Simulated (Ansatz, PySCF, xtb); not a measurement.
Torsion H3–C1–Sn2–H6 in CH4Sn (SMILES [CH3][SnH]); at each angle all else is relaxed with GFN2-xTB, and the levels are single points there.
Geometry at 60° (charge 0, multiplicity 1):
```xyz
6

C     -0.6443     0.0284     0.0022
Sn     1.3769     1.0058    -0.1498
H     -0.7521    -0.4947     0.9527
H     -1.4610     0.7485    -0.0735
H     -0.7806    -0.7105    -0.7878
H      2.2607    -0.5830     0.0154
```

```json
[
 {"level": "GFN-FF", "energy at 0° less that at 60° (kJ/mol)": "1.1", "cost": "-"},
 {"level": "HF/STO-3G", "energy at 0° less that at 60° (kJ/mol)": "3.5", "cost": "-"},
 {"level": "HF/def2-QZVPP", "energy at 0° less that at 60° (kJ/mol)": "2.6", "cost": "-"},
 {"level": "PBE-D3(BJ)/def2-TZVPP", "energy at 0° less that at 60° (kJ/mol)": "2.3", "cost": "×1"},
 {"level": "PBE-D4/def2-TZVPP", "energy at 0° less that at 60° (kJ/mol)": "2.3", "cost": "×1"},
 {"level": "r2SCAN/def2-TZVPP", "energy at 0° less that at 60° (kJ/mol)": "2.6", "cost": "×2"},
 {"level": "B3LYP/def2-TZVPP", "energy at 0° less that at 60° (kJ/mol)": "2.4", "cost": "×2"},
 {"level": "B3LYP-D4/def2-TZVPP", "energy at 0° less that at 60° (kJ/mol)": "2.4", "cost": "×2"},
 {"level": "PBE0/def2-TZVPP", "energy at 0° less that at 60° (kJ/mol)": "2.5", "cost": "×1"},
 {"level": "PBE0-D3(BJ)/def2-TZVPP", "energy at 0° less that at 60° (kJ/mol)": "2.5", "cost": "×1"},
 {"level": "wB97X-V/def2-TZVPP", "energy at 0° less that at 60° (kJ/mol)": "2.6", "cost": "×3"},
 {"level": "MP2/def2-TZVPP", "energy at 0° less that at 60° (kJ/mol)": "2.7", "cost": "-"},
 {"level": "MP2/def2-QZVPP", "energy at 0° less that at 60° (kJ/mol)": "2.7", "cost": "-"},
 {"level": "SCS-MP2/def2-TZVPP", "energy at 0° less that at 60° (kJ/mol)": "2.6", "cost": "-"},
 {"level": "SCS-MP2/def2-QZVPP", "energy at 0° less that at 60° (kJ/mol)": "2.6", "cost": "-"},
 {"level": "CCSD/def2-SVP", "energy at 0° less that at 60° (kJ/mol)": "2.6", "cost": "-"},
 {"level": "CCSD/def2-QZVPP", "energy at 0° less that at 60° (kJ/mol)": "2.5", "cost": "-"},
 {"level": "CCSD(T)/def2-SVP", "energy at 0° less that at 60° (kJ/mol)": "2.6", "cost": "×1"},
 {"level": "CCSD(T)/def2-QZVPP", "energy at 0° less that at 60° (kJ/mol)": "2.5", "cost": "×400*"},
 {"level": "CCSD(T)/CBS(def2-TZVPP, def2-QZVPP)", "energy at 0° less that at 60° (kJ/mol)": "2.5", "cost": "×400*"}
]
```

The rows run from 1.1 (GFN-FF) to 3.5 kJ/mol (HF/STO-3G). In def2-QZVPP the value moves HF 2.6, MP2 2.7, CCSD 2.5, CCSD(T) 2.5, a shift of -0.1 from HF to CCSD(T). From def2-SVP to def2-QZVPP CCSD(T) changes by -0.1. The dispersion term adds 0.0 in B3LYP-D4, 0.0 in PBE0-D3(BJ). The 4 functionals in def2-TZVPP without D3 or D4 span 0.3, from B3LYP to r2SCAN.

On the grid 0° to 120°, 0° is the highest and 60° the lowest point at CCSD(T)/CBS(def2-TZVPP, def2-QZVPP).

Frozen-core correlation. Filled d and f shells under p-block atoms count as core. CBS: X⁻³ extrapolation of the correlation energy, Hartree–Fock from the larger set. Rows in STO-3G carry no dispersion term and start afresh at each structure; the Pople sets are all-electron and without relativity.

Programs: Ansatz (a first-principles code); PySCF for STO-3G rows, the dispersion terms; xtb for the GFN methods. Each number belongs to the level named beside it. In def2 rows elements past Kr take small-core potentials, without spin–orbit coupling.

Costs are rough ratios of core time to PBE/def2-TZVPP (about 1.8 s over the structures, on one shared machine); a dash marks a level with no comparable run of its own. A star marks coupled-cluster runs past 200 virtual orbitals, where the program's memory plan changes under this machine's limit, so their costs aren't comparable with smaller runs.
